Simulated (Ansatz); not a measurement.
Computed with Ansatz on PBE0-D4/def2-TZVP structures; ΔE is electronic, products minus reactants. CCSD(T)/CBS adds triple-zeta CCSD(T) − MP2 to the extrapolated MP2 energy (def2 sets, frozen cores). This one scheme is used for every species. Functionals use def2-TZVPP. For Ga, Se outer-core shells are correlated without core-valence functions, which leaves a few kJ/mol of doubt a bond. Scalar relativity is left out up to krypton. Each species was taken in one conformer, which may not be the lowest.

`[F][GaH][Cl]` + `[SiH3][SeH]` → `[SiH3][Se][GaH][Cl]` + H–F  (ligand exchange at a Ga–F bond)

```json
{"level": "B2PLYP", "ΔE (kcal/mol)": "-3.5"}
{"level": "BLYP", "ΔE (kcal/mol)": "-0.6"}
{"level": "PBE0", "ΔE (kcal/mol)": "-5.8"}
{"level": "RPA@PBE/def2-TZVPP", "ΔE (kcal/mol)": "-4.4"}
```

Question: What does CCSD(T)/CBS give? (Estimate.)

Answer: The calculation gave: -7.7 kcal/mol. The listed levels differ from it by 4.2, 7.1, 1.9, 3.3 kcal/mol.

Largest T1 diagnostic among the species: 0.013.

Leaving LDA and LC-ωPBE aside and taking each functional with its dispersion term where it has one, the values, not all of them listed here, spread over 5.3 kcal/mol, from HSE06-D4 to B97M-V. LDA lies −1.8 kcal/mol from PBE without D4. From PBE to PBE0 (25 % exact exchange), in def2-TZVPP and without D4, ΔE moves by −1.2 kcal/mol. The D4 term adds −3.0 kcal/mol with B3LYP and −1.6 kcal/mol with PBE0; it sums over pairs of atoms, weighted by their polarisabilities, and B3LYP, whose exchange is more repulsive, gets the larger term.

B3LYP here is the variant with VWN-RPA as its local correlation; programs differ in this.
